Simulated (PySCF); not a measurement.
A side-by-side comparison of computed properties.

First species: C₈H₁₀.
SMILES: `C#CCCC(=C)C=C`

Second species: C5H8O2.
SMILES: `O(C)C(CC)=C=O`

Levels: PBE0/def2-SVPD for dipole moment, HOMO energy, LUMO energy, HOMO–LUMO gap, static isotropic polarisability and electronic spatial extent ⟨r²⟩ about the centre of nuclear charge; TDDFT PBE0/def2-SVPD for lowest singlet excitation; TDA PBE0/def2-SVPD for lowest triplet excitation (Tamm–Dancoff); GFN2-xTB for rotational constant A and rotational constant C. Geometries: GFN2-xTB. Each species is one conformer at its optimised geometry, gas phase, non-relativistic unless stated; the electronic structure was computed with PySCF and density fitting.

The conformers computed, where there is a choice (atom-mapped SMILES and torsion angles):
- `[CH:1]#[C:2][CH2:3][CH2:4][C:5](=[CH2:6])[CH:7]=[CH2:8]`: C2–C3–C4–C5 -179°, C3–C4–C5–C6 100°, C4–C5–C7–C8 -3°
- `[CH3:1][CH2:2][C:3](=[C:4]=[O:5])[O:6][CH3:7]`: C1–C2–C3–C4 97°, C2–C3–O6–C7 179°

Values for the first species:

| Property | Result |
| --- | --- |
| Dipole moment | 0.69 D |
| HOMO energy | -6.88 eV |
| LUMO energy | -1.00 eV |
| HOMO–LUMO gap | 5.88 eV |
| Lowest singlet excitation | 5.63 eV |
| Lowest triplet excitation (Tamm–Dancoff) | 3.18 eV |
| Static isotropic polarisability | 96.8 au |
| Electronic spatial extent ⟨r²⟩ about the centre of nuclear charge | 1262 bohr² |
| Rotational constant A | 3.749 GHz |
| Rotational constant C | 0.920 GHz |

(1) Estimate the same properties for the second species, and the change in each.

Results:

(1) 
| property | first | second | second less first |
| --- | --- | --- | --- |
| dipole moment | 0.69 D | 1.31 D | +0.62 D |
| HOMO energy | -6.88 eV | -5.95 eV | +0.93 eV |
| LUMO energy | -1.00 eV | -1.47 eV | -0.47 eV |
| HOMO–LUMO gap | 5.88 eV | 4.48 eV | -1.40 eV |
| lowest singlet excitation | 5.63 eV | 2.40 eV | -3.23 eV |
| lowest triplet excitation (Tamm–Dancoff) | 3.18 eV | 1.91 eV | -1.27 eV |
| static isotropic polarisability | 96.8 au | 68.3 au | -28.5 au |
| electronic spatial extent ⟨r²⟩ about the centre of nuclear charge | 1262 bohr² | 868 bohr² | -394 bohr² |
| rotational constant A | 3.749 GHz | 3.065 GHz | -0.684 GHz |
| rotational constant C | 0.920 GHz | 1.428 GHz | +0.508 GHz |

On the first: No computed singlet falls in the visible range (750 to 380 nm, 1.65 to 3.26 eV); S1 lies 2.37 eV above its blue end. The 8 singlets span 5.63 to 7.02 eV, and their oscillator strengths add up to 0.55.

On the second: 1 of the 8 computed singlets lies in the visible range (750 to 380 nm, 1.65 to 3.26 eV), with an oscillator strength of 0.000.
